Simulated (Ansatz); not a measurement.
Single points on the cluster As₂Se₃⁻.

```yaml
crystal:
  periodic: [false, false, false]
  atoms:
    - {symbol: As, position_ang: [-0.847050, 0.908580, -0.995883]}
    - {symbol: As, position_ang: [1.215960, 0.741286, 0.711336]}
    - {symbol: Se, position_ang: [-2.596506, -0.474696, -0.614454]}
    - {symbol: Se, position_ang: [1.197368, -0.406097, -1.486825]}
    - {symbol: Se, position_ang: [1.030228, -0.769063, 2.385825]}
basis:
  gaussian: {orbitals: def2-TZVPD, initial_orbitals: start.molden}
total_charge: -1
magnetization: {spin_polarized: true, initial_magnetization: 1}
hamiltonian: {xc: pbe0, dispersion: d4}
scf: {omitted_lower_state_checks: [starts]}
output: {orbitals: {seedname: orbitals}}
```

The file start.molden holds the orbitals of an earlier run on this structure, at another level or in another basis.

```sh
$ ansatz run in.yaml --threads 4 --pin off --events-out ev --progress --plain --max-ram 4787MiB
```

Shortened log:

```
Functional definition: PBE0
  name "PBE0"
  cite "Adamo & Barone, J. Chem. Phys. 110, 6158 (1999) doi:10.1063/1.478522"
  cite "Perdew, Burke & Ernzerhof, Phys. Rev. Lett. 77, 3865 (1996) doi:10.1103/PhysRevLett.77.3865"
  parent pbe
  parameter a = 0.25
  parameter kappa = 0.804
  parameter beta = 0.06672455060314922
  exchange = (1 - a)*pbe_x(kappa = kappa, mu = beta*pi^2/3) + a*exact_x
  correlation = pbe_c(beta = beta)
these checks for a lower state are left out or cut short: starts
1780 factors; integrals over basis functions are off by at most 8.8e-4 eV
mean field evaluation 1: about -317672.8141 eV, gradient 2.2e2 eV
mean field evaluation 2: about -317682.6314 eV, gradient 2.0e1 eV
mean field evaluation 4: about -317696.9028 eV, gradient 5.9e0 eV
mean field evaluation 8: about -317698.9501 eV, gradient 3.5e-1 eV
mean field -317698.95128202 eV, -11675.2211155307 hartree, gradient 3.5e-5 eV, S^2 0.766989; 0 other end points of the search recorded, 0 dependent functions left out
reference -317698.95133075 eV, -11675.2211173214 hartree; 85, 84 occupied and 194, 195 virtual orbitals, 1780 factors
Total energy: -317699.26222975 eV, -11675.2325426490 hartree
Checks for a lower state left out: starts
```

Hardware: 4 threads of Arm Neoverse V2 on a shared host. Wall time 31 s, peak host memory 1.5 GiB.

The first input with `hamiltonian: {xc: pbe, dispersion: d4}`, `output: {forces: true, orbitals: {seedname: orbitals}}` (abridged; 13 s):

```
Functional definition: PBE
mean field -317689.83491955 eV, -11674.8860953893 hartree, gradient 2.4e-5 eV, S^2 0.753194
Total energy: -317690.18940604 eV, -11674.8991225274 hartree
Atom 0 force     0.029518    -0.126583     0.033452 eV/Å
Atom 1 force    -0.049671    -0.120273    -0.032682 eV/Å
Atom 2 force     0.084652     0.071938    -0.024257 eV/Å
Atom 3 force    -0.079350     0.097057     0.105091 eV/Å
Atom 4 force     0.014852     0.077862    -0.081604 eV/Å
Dipole moment:     0.224330     0.405685    -0.231525 e Å
Checks for a lower state left out: starts
```

First input, but with `correlation: {method: mp2}` and without the key `hamiltonian` (abridged; 50 s):

```
Functional definition: HF
mean field evaluation 16: about -317504.7345 eV, gradient 4.4e-4 eV
mean field -317504.73453400 eV, -11668.0837816857 hartree, gradient 2.8e-6 eV, S^2 0.922038
45 core orbitals not correlated: weight in the atoms' cores, before any rotation towards them, 1.000 or more for the frozen orbitals, at most 0.000 for the correlated occupied ones
second order -36.12495440 eV of doubles, -0.00000000 eV of singles
Total energy: -317540.85948840 eV, -11669.4113492735 hartree
Checks for a lower state left out: starts
```

As the first input, with `hamiltonian: {xc: {name: r2SCAN0}, dispersion: d4}` (abridged; 43 s):

```
Functional definition: r2SCAN0
mean field -317734.00768465 eV, -11676.5094145652 hartree, gradient 2.6e-5 eV, S^2 0.777433
Total energy: -317734.10620053 eV, -11676.5130349572 hartree
Checks for a lower state left out: starts
```

The first input with `hamiltonian: {xc: r2scan, dispersion: d4}` (abridged; 27 s):

```
Functional definition: r2SCAN
mean field -317735.72286418 eV, -11676.5724462505 hartree, gradient 2.8e-5 eV, S^2 0.759391
Total energy: -317735.79753482 eV, -11676.5751903457 hartree
Checks for a lower state left out: starts
```

Geometry: PBE-D4/def2-SVPD.

Correlated methods freeze 45 core orbitals; core or outer-core shells of As, Se are correlated, in sets that lack core-valence functions. At MP2/def2-TZVPD the charge -1 doublet is spin-contaminated (final ⟨S²⟩ up to 0.92, 0.75 for a pure state). Another isomer (doublet) lies 0.09 eV lower at PBE0-D4/def2-TZVPD; other spin states weren't run for this one.
